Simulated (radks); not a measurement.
Values are calculated unless marked as measured or tabulated.
Removal energies from neutral copper, [Ar] 3d10 4s1, by Delta-SCF beside the eigenvalue of the level emptied. Level of theory: non-relativistic Kohn-Sham, PBE, spin-polarised, spherical densities, point nucleus (a radial shooting solver on a logarithmic mesh with Libxc functionals). Open shells are filled with parallel spins first.

[
 {"removed from": "4s", "final configuration": "[Ar] 3d10", "Delta-SCF (eV)": "8.144", "-eigenvalue (eV)": "4.828"},
 {"removed from": "3d", "final configuration": "[Ar] 3d9 4s1", "Delta-SCF (eV)": "11.393", "-eigenvalue (eV)": "5.072"},
 {"removed from": "3p", "final configuration": "[Ne] 3s2 3p5 3d10 4s1", "Delta-SCF (eV)": "78.105", "-eigenvalue (eV)": "71.027"},
 {"removed from": "3s", "final configuration": "[Ne] 3s1 3p6 3d10 4s1", "Delta-SCF (eV)": "118.03", "-eigenvalue (eV)": "110.86"}
]
